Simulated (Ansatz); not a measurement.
Mulliken charges of `O[Si](O)(Cl)[GeH2][Cl]` from PBE/def2-TZVPP in Ansatz (PBE0-D4/def2-TZVP geometry).

```csv
atom,x (Å),y (Å),z (Å),charge (e)
O1,-0.137,0.888,-1.890,-0.338
Si2,-0.550,0.069,-0.551,0.537
O3,-0.724,-1.507,-0.930,-0.315
Cl4,-2.322,0.763,0.234,-0.213
Ge5,1.144,0.390,1.080,0.218
Cl6,0.673,-1.163,2.528,-0.313
H7,-0.703,0.836,-2.664,0.199
H8,-1.039,-2.101,-0.245,0.201
H9,2.573,0.103,0.598,0.011
H10,1.084,1.722,1.839,0.012
```

Task: By hand: the dipole of these point charges (1 e Å = 4.8032 D).

Result: Σ q r = (0.205, 0.264, -0.521) e Å, of length 0.619 e Å = 2.97 D.

Task: How does the dipole of the full density compare? (Best estimate.)

Result: Ansatz gave: (-0.046, 0.052, -0.355) e Å, 1.74 D; the point charges give 1.71 times that, at 32° from its direction.

Point charges leave out the atoms' own dipoles, such as those of lone pairs, and Mulliken's split depends on the basis, so the two needn't agree.
